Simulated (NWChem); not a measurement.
System: C$_{2}$H$_{6}$GeO; SMILES C=C[O][GeH3]

Input file for NWChem:

```
start job
memory heap 200 mb stack 900 mb global 1100 mb
geometry units angstroms
  C     -2.818035    -0.802805    -0.648808
  C     -1.598310    -0.863182    -0.146291
  O     -0.777938     0.221180    -0.117175
  Ge     0.953827     0.260953     0.167290
  H     -3.199225     0.107083    -1.076745
  H     -3.461893    -1.661750    -0.638633
  H     -1.207497    -1.779205     0.286910
  H      1.672759    -0.268186    -1.041948
  H      1.149836     1.719431     0.379617
  H      1.279863    -0.582487     1.369000
end
basis spherical
  * library 6-31g*
end
dft
  xc b3lyp
  iterations 150
end
driver
  maxiter 120
end
task dft optimize
task dft freq
```

The level has its own optimisation; frequencies are unscaled. Brackets give each atom's bonded neighbours.

Problem. Predict the main results of this run. (B3LYP/6-31G* (spherical d).) Quantities: r C–C (Å); r C–H [C(CHH)–H(C)] (Å); r C–O (Å); r C–H [C(CHO)–H(C)] (Å); highest harmonic frequency (cm⁻¹); lowest (cm⁻¹); zero-point energy (kcal/mol); dipole (D).

Solution. 
| Item | Value |
|---|---|
| r C–C (Å) | 1.333 |
| r C–H [C(CHH)–H(C)] (Å) | 1.085 |
| r C–O (Å) | 1.366 |
| r C–H [C(CHO)–H(C)] (Å) | 1.094 |
| highest harmonic frequency (cm⁻¹) | 3273 |
| lowest (cm⁻¹) | 54 |
| zero-point energy (kcal/mol) | 43.6 |
| dipole (D) | 1.88 |
